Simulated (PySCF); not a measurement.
## Basis-set dependence of population analyses: `C#C[Si@H](F)S[SiH3]`

Species: C2H5FSSi2.
Geometry (PBE0-D3(BJ)/def2-SVP, Å), atoms numbered from 1 in this order:
```
atom  x, y, z in Å
C1    -1.8998    1.4628   -0.0758
C2    -1.5173    0.3078   -0.0718
Si3   -0.8819   -1.4012   -0.0907
F4    -0.9464   -1.9503    1.4325
S5     1.1076   -1.4332   -0.8268
Si6    1.8762    0.4053    0.0193
H7    -2.2432    2.4828   -0.0811
H8    -1.7023   -2.3025   -0.9293
H9     1.4464    0.5517    1.4384
H10    3.3572    0.2670   -0.0629
H11    1.4328    1.5838   -0.7768
```

PBE0 throughout (PySCF), one geometry, spherical d and f functions. Geometry: PBE0-D3(BJ)/def2-SVP, one conformer, isolated molecule. The first 7 of 9 kinds of atom are listed.

Mulliken charges (e):

| basis | functions | C1 | C2 | Si3 | F4 | S5 | Si6 | H7 |
| --- | --- | --- | --- | --- | --- | --- | --- | --- |
| STO-3G | 47 | -0.135 | -0.259 | +0.695 | -0.235 | -0.194 | +0.437 | +0.117 |
| 6-31G | 76 | -0.279 | -0.280 | +0.988 | -0.431 | -0.429 | +0.446 | +0.282 |
| pcSseg-0 | 76 | -0.332 | -0.465 | +1.290 | -0.466 | -0.631 | +0.364 | +0.300 |
| 6-31G* | 106 | -0.155 | -0.201 | +0.738 | -0.379 | -0.390 | +0.311 | +0.251 |
| cc-pVDZ | 121 | -0.098 | -0.066 | +0.615 | -0.297 | -0.308 | +0.216 | +0.034 |
| def2-SVP | 121 | -0.199 | -0.058 | +0.765 | -0.327 | -0.421 | +0.356 | +0.062 |
| aug-cc-pVDZ | 195 | +1.299 | -0.728 | +0.544 | -0.619 | -0.606 | -0.614 | -0.446 |
| 6-311+G(2d,p) | 216 | -0.318 | -0.055 | +0.789 | -0.432 | -0.267 | +0.246 | +0.170 |
| def2-TZVP | 234 | -0.160 | -0.192 | +0.609 | -0.306 | -0.293 | +0.164 | +0.190 |
| cc-pVTZ | 262 | -0.065 | -0.239 | +0.559 | -0.272 | -0.267 | +0.161 | +0.167 |
| IGLO-III | 287 | -0.208 | -0.243 | +1.200 | -0.475 | -0.673 | +0.786 | +0.170 |
| pcSseg-2 | 307 | +0.085 | -0.317 | +0.800 | -0.395 | -0.370 | +0.524 | +0.072 |

IAO charges (e):

```json
{"basis": "STO-3G", "functions": "47", "C1": "-0.141", "C2": "-0.331", "Si3": "+0.890", "F4": "-0.352", "S5": "-0.295", "Si6": "+0.516", "H7": "+0.159"}
{"basis": "6-31G", "functions": "76", "C1": "-0.136", "C2": "-0.345", "Si3": "+0.979", "F4": "-0.498", "S5": "-0.358", "Si6": "+0.379", "H7": "+0.214"}
{"basis": "pcSseg-0", "functions": "76", "C1": "-0.123", "C2": "-0.358", "Si3": "+1.004", "F4": "-0.483", "S5": "-0.383", "Si6": "+0.358", "H7": "+0.205"}
{"basis": "6-31G*", "functions": "106", "C1": "-0.136", "C2": "-0.375", "Si3": "+1.119", "F4": "-0.519", "S5": "-0.409", "Si6": "+0.519", "H7": "+0.207"}
{"basis": "cc-pVDZ", "functions": "121", "C1": "-0.148", "C2": "-0.364", "Si3": "+1.109", "F4": "-0.517", "S5": "-0.406", "Si6": "+0.517", "H7": "+0.209"}
{"basis": "def2-SVP", "functions": "121", "C1": "-0.140", "C2": "-0.365", "Si3": "+1.118", "F4": "-0.517", "S5": "-0.409", "Si6": "+0.532", "H7": "+0.203"}
{"basis": "aug-cc-pVDZ", "functions": "195", "C1": "-0.156", "C2": "-0.362", "Si3": "+1.119", "F4": "-0.530", "S5": "-0.409", "Si6": "+0.519", "H7": "+0.213"}
{"basis": "6-311+G(2d,p)", "functions": "216", "C1": "-0.154", "C2": "-0.372", "Si3": "+1.145", "F4": "-0.534", "S5": "-0.416", "Si6": "+0.548", "H7": "+0.214"}
{"basis": "def2-TZVP", "functions": "234", "C1": "-0.154", "C2": "-0.375", "Si3": "+1.159", "F4": "-0.536", "S5": "-0.421", "Si6": "+0.557", "H7": "+0.214"}
{"basis": "cc-pVTZ", "functions": "262", "C1": "-0.154", "C2": "-0.372", "Si3": "+1.148", "F4": "-0.532", "S5": "-0.420", "Si6": "+0.544", "H7": "+0.214"}
{"basis": "IGLO-III", "functions": "287", "C1": "-0.156", "C2": "-0.373", "Si3": "+1.151", "F4": "-0.535", "S5": "-0.416", "Si6": "+0.551", "H7": "+0.214"}
{"basis": "pcSseg-2", "functions": "307", "C1": "-0.152", "C2": "-0.376", "Si3": "+1.154", "F4": "-0.536", "S5": "-0.416", "Si6": "+0.551", "H7": "+0.214"}
```

Q: Which scheme is steadiest as the basis changes?

A: Largest range over the bases for any column: IAO 0.27 e, Mulliken 1.63 e. IAO charges move least and Mulliken charges most, counted in e. Without the minimal STO-3G basis the ranges are IAO 0.20, Mulliken 1.63 e.

Q: How much do the charges still move between the two largest bases, IGLO-III and pcSseg-2?

A: At most, over all atoms: Mulliken 0.401 e, IAO 0.004 e.

Q: What do the same runs give for the total energy, the frontier levels and the dipole moment?

A: 
```json
{"basis": "STO-3G", "energy (Eh)": "-1142.1779", "HOMO (eV)": "-3.81", "LUMO (eV)": "4.20", "μ (D)": "0.88"}
{"basis": "6-31G", "energy (Eh)": "-1155.4932", "HOMO (eV)": "-7.81", "LUMO (eV)": "-0.72", "μ (D)": "3.48"}
{"basis": "pcSseg-0", "energy (Eh)": "-1154.1315", "HOMO (eV)": "-8.04", "LUMO (eV)": "-0.87", "μ (D)": "3.39"}
{"basis": "6-31G*", "energy (Eh)": "-1155.6458", "HOMO (eV)": "-7.71", "LUMO (eV)": "-0.59", "μ (D)": "2.69"}
{"basis": "cc-pVDZ", "energy (Eh)": "-1155.7079", "HOMO (eV)": "-7.74", "LUMO (eV)": "-0.69", "μ (D)": "2.37"}
{"basis": "def2-SVP", "energy (Eh)": "-1155.2635", "HOMO (eV)": "-7.78", "LUMO (eV)": "-0.73", "μ (D)": "2.44"}
{"basis": "aug-cc-pVDZ", "energy (Eh)": "-1155.7285", "HOMO (eV)": "-7.82", "LUMO (eV)": "-1.00", "μ (D)": "2.34"}
{"basis": "6-311+G(2d,p)", "energy (Eh)": "-1155.7997", "HOMO (eV)": "-7.84", "LUMO (eV)": "-1.04", "μ (D)": "2.36"}
{"basis": "def2-TZVP", "energy (Eh)": "-1155.8241", "HOMO (eV)": "-7.85", "LUMO (eV)": "-0.94", "μ (D)": "2.28"}
{"basis": "cc-pVTZ", "energy (Eh)": "-1155.8214", "HOMO (eV)": "-7.84", "LUMO (eV)": "-0.88", "μ (D)": "2.27"}
{"basis": "IGLO-III", "energy (Eh)": "-1155.8197", "HOMO (eV)": "-7.80", "LUMO (eV)": "-0.95", "μ (D)": "2.24"}
{"basis": "pcSseg-2", "energy (Eh)": "-1155.8411", "HOMO (eV)": "-7.88", "LUMO (eV)": "-0.99", "μ (D)": "2.47"}
```

The dipole is fixed by the density alone, so its range of 2.60 D shows that the density itself changes with the basis, not only its division among atoms.
